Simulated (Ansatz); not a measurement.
C2H7GeN, SMILES `C=C[NH][GeH3]`, relaxed with RKS PBE-D4/def2-SVP in the Gaussian-basis code of Ansatz from a rough embedded geometry. The force threshold is 0.03 eV/Å; the program also tests the step.

Total charge 0; spin multiplicity 1.

Start:

```xyz
11

C    -2.111    0.055    0.338
C    -0.909    0.435    0.087
N     0.135   -0.516    0.126
Ge    1.889   -0.095   -0.347
H    -2.406   -0.950    0.632
H    -2.963    0.827    0.356
H    -0.690    1.445   -0.179
H    -0.064   -1.572    0.312
H     2.370   -0.809   -1.580
H     2.807   -0.327    0.885
H     1.942    1.507   -0.631
```

Question: How much energy does the relaxation release, and in how many steps? (Best estimate.)

Answer: The calculation gave: 52.57 kJ/mol, in 5 steps.

Question: Which bonds change most? (Best estimate.)

Answer: Ansatz gave: Ge4–H11 from 1.627 to 1.546 Å; C1–C2 from 1.286 to 1.354 Å; N3–H8 from 1.090 to 1.023 Å; C1–H6 from 1.150 to 1.098 Å.

Question: Give the relaxed structure. (Estimate.)

Answer: The calculation gave: 
```xyz
11

C    -2.197    0.056    0.361
C    -0.908    0.373    0.095
N     0.181   -0.485    0.108
Ge    1.926   -0.041   -0.336
H    -2.506   -0.969    0.621
H    -2.973    0.832    0.326
H    -0.648    1.417   -0.159
H    -0.034   -1.456    0.347
H     2.392   -0.830   -1.592
H     2.873   -0.376    0.848
H     1.895    1.479   -0.619
```
